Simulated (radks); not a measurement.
Q: Method: scalar-relativistic Kohn-Sham, LDA (Slater exchange, VWN5 correlation), spin-polarised, spherical densities, finite nucleus; Fermi nuclear charge, rms radius of each element as measured or else 0.836 A^(1/3) + 0.57 fm; computed with a radial shooting solver on a logarithmic mesh with Libxc functionals. Response by self-consistent Sternheimer equations with the Hartree and adiabatic LDA kernel, the relativistic mass of each level held fixed and spin-orbit coupling left out. For heavy and open-shell atoms this level of theory can miss by tens of per cent. Rank Ba8+, I5+, Xe6+, Cs7+, Te4+, Cd, Sn2+, Sb3+, In+ (NIST ground configurations) by static dipole polarisability, largest first.

A: Cd 44.66, In+ 22.76, Sn2+ 14.37, Sb3+ 10.01, Te4+ 7.400, I5+ 5.690, Xe6+ 4.502, Cs7+ 3.640, Ba8+ 2.995 bohr^3.
